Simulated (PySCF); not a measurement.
# A thermochemical cycle for SiSe

MP2 in PySCF with def2-TZVPPD on every atom, for the lowest determinant that a PBE0 search found; no spin–orbit coupling. SiSe, a singlet (closed shell), has De = 5.65 eV to neutral atoms, and SiSe⁺, a doublet (π ↑), has De = 3.66 eV to Si⁺ + Se.

At the same level the Si atom ionises at 8.04 eV.

Q: What is the adiabatic ionisation energy of the molecule, and does ionisation strengthen or weaken the bond?

A: IE = IE(Si) + De(neutral) − De(ion) = 8.04 + 5.65 − 3.66 = 10.03 eV. De changes by -1.99 eV, so ionisation weakens the bond.

Correlated steps freeze 14 core orbitals. Spin–orbit coupling is left out. For an ion De counts to the pair picked by the measured ionisation energies or electron affinities, which need not be the lowest pair at this level. Where the molecule has an RHF reference, its open-shell atoms are computed with UHF. States were picked by a PBE0 search and need not be the measured ground states.
